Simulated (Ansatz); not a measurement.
## Ansatz (development build ahead of 0.2.0) run

```yaml
crystal:
  periodic: [false, false, false]
  atoms:
    - { symbol: C, position_ang: [0.0, 0.705, 0.0] }
    - { symbol: C, position_ang: [-1.10238, 1.58412, 0.0] }
    - { symbol: C, position_ang: [-2.47703, 1.27037, 0.0] }
    - { symbol: C, position_ang: [-3.08881, 0.0, 0.0] }
    - { symbol: C, position_ang: [-2.47703, -1.27037, 0.0] }
    - { symbol: C, position_ang: [-1.10238, -1.58412, 0.0] }
    - { symbol: C, position_ang: [0.0, -0.705, 0.0] }
    - { symbol: C, position_ang: [1.10238, 1.58412, 0.0] }
    - { symbol: C, position_ang: [2.47703, 1.27037, 0.0] }
    - { symbol: C, position_ang: [3.08881, 0.0, 0.0] }
    - { symbol: C, position_ang: [2.47703, -1.27037, 0.0] }
    - { symbol: C, position_ang: [1.10238, -1.58412, 0.0] }
    - { symbol: H, position_ang: [-0.86095, 2.64192, 0.0] }
    - { symbol: H, position_ang: [-3.15352, 2.11865, 0.0] }
    - { symbol: H, position_ang: [-4.17381, 0.0, 0.0] }
    - { symbol: H, position_ang: [-3.15352, -2.11865, 0.0] }
    - { symbol: H, position_ang: [-0.86095, -2.64192, 0.0] }
    - { symbol: H, position_ang: [0.86095, 2.64192, 0.0] }
    - { symbol: H, position_ang: [3.15352, 2.11865, 0.0] }
    - { symbol: H, position_ang: [4.17381, 0.0, 0.0] }
    - { symbol: H, position_ang: [3.15352, -2.11865, 0.0] }
    - { symbol: H, position_ang: [0.86095, -2.64192, 0.0] }
basis:
  gaussian: { orbitals: def2-TZVP }
magnetization:
  initial_magnetization: 2
hamiltonian:
  xc: { name: wB97X }
```

The input is written out in the form of the current development build from the run's settings.

Results

- Converged: yes
- Total energy: -463.17030 hartree
- Spin squared of the determinant: 2.000
- Stability test: minimum among restricted orbitals

Caution: other spin multiplicities may lie lower.
